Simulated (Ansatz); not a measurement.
Coupled-cluster run, AlClH6OSi2, SMILES `O[SiH]([SiH3])[AlH][Cl]`.

```yaml
crystal:
  periodic: [false, false, false]
  atoms:
    - {symbol: O, position_ang: [-1.066763, 1.636151, -0.532531]}
    - {symbol: Si, position_ang: [-0.746624, 0.073405, -0.067786]}
    - {symbol: Si, position_ang: [0.625988, -0.945696, -1.668903]}
    - {symbol: Al, position_ang: [0.276706, 0.110152, 2.159182]}
    - {symbol: Cl, position_ang: [0.321738, 2.081962, 2.927381]}
    - {symbol: H, position_ang: [-1.027487, 2.299652, 0.159643]}
    - {symbol: H, position_ang: [-2.012123, -0.724684, -0.011247]}
    - {symbol: H, position_ang: [0.024638, -0.905548, -3.028783]}
    - {symbol: H, position_ang: [1.959247, -0.285555, -1.714839]}
    - {symbol: H, position_ang: [0.821645, -2.368076, -1.270227]}
    - {symbol: H, position_ang: [0.888335, -1.028763, 3.068613]}
basis:
  gaussian: {orbitals: def2-SVP}
correlation: {method: ccsd_t}
```

```sh
$ ansatz run in.yaml --threads 4 --pin off --events-out ev --progress --plain
```

Output of Ansatz, abridged:

```
Functional definition: HF
1090 factors; integrals over basis functions are off by at most 1.2e-3 eV
mean field evaluation 1: about -36929.9998 eV, gradient 3.5e1 eV
mean field evaluation 2: about -36930.0043 eV, gradient 3.5e1 eV
mean field evaluation 4: about -36933.2359 eV, gradient 3.3e0 eV
mean field evaluation 8: about -36933.2874 eV, gradient 1.7e-4 eV
mean field -36933.28741968 eV, -1357.2732783918 hartree, gradient 1.5e-6 eV, S^2 0.000000; 0 other end points of the search recorded, 0 dependent functions left out
21 core orbitals not correlated: weight in the atoms' cores, before any rotation towards them, 1.000 or more for the frozen orbitals, at most 0.000 for the correlated occupied ones
reference -36933.28741968 eV, -1357.2732783918 hartree; 15, 15 occupied and 80, 80 virtual orbitals, 1090 factors
second order -15.61773939 eV of doubles, -0.00000000 eV of singles
cycle   1  -16.82164433 eV  change    -1.2e0 eV  update   1.0e-1
cycle   2  -17.32729685 eV  change   -5.1e-1 eV  update   3.2e-2
cycle   3  -17.42516147 eV  change   -9.8e-2 eV  update   1.6e-2
cycle   4  -17.42065388 eV  change    4.5e-3 eV  update   4.1e-3
cycle   5  -17.41855271 eV  change    2.1e-3 eV  update   1.6e-3
cycle   6  -17.41845596 eV  change    9.7e-5 eV  update   5.3e-4
cycle   7  -17.41826124 eV  change    1.9e-4 eV  update   1.8e-4
cycle   8  -17.41823108 eV  change    3.0e-5 eV  update   7.0e-5
cycle   9  -17.41826111 eV  change   -3.0e-5 eV  update   2.7e-5
perturbative correction -0.41225916 eV, -0.0151502445 hartree
Total energy: -36951.11793995 eV, -1357.9285379257 hartree
```

It took 8 s on 4 threads of a server CPU on a shared host, with 0.49 GiB of host memory at the peak.

Correlation energy per correlated electron: -0.594 eV. T1 diagnostic: 0.0125.
